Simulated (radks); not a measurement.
Effect of the nuclear size on the europium ion Eu+, [Xe] 4f7 6s1. Calculated with a radial shooting solver on a logarithmic mesh with Libxc functionals: Dirac Kohn-Sham, PBE, spin-unpolarised, spherical densities, finite nucleus; open shells fill j = l - 1/2 first; Fermi nuclear charge, rms radius 5.1115 fm. The rms radius is varied about that value; shifts are against it.

rms radius (fm)  total energy shift (eV)  density at nucleus (e/bohr^3)  1s1/2 shift (meV)  2s1/2 shift (meV)  5s1/2 shift (meV)  5p1/2 shift (meV)  6s1/2 shift (meV)  4f7/2 shift (meV)
4.4163                             -4.77                      6.004e+05              -1970               -252              -1.92              0.158             -0.170              0.307
4.7128                             -2.80                      5.909e+05              -1160               -148              -1.13              0.093             -0.100              0.180
5.1115                                 0                      5.792e+05              0.000              0.000              0.000              0.000              0.000              0.000
5.316                               1.50                      5.736e+05                621               79.3              0.606             -0.050              0.054             -0.097
5.638                               3.96                      5.653e+05               1640                209               1.60             -0.131              0.141             -0.255

Slopes of the eigenvalues against <r^2> in GHz/fm^2, as finite differences over the two radii next to the reference (eigenvalue slopes, not the field-shift constants of lines): 1s1/2 71100, 2s1/2 9080, 5s1/2 69.4, 5p1/2 -5.70, 6s1/2 6.15, 4f7/2 -11.1.
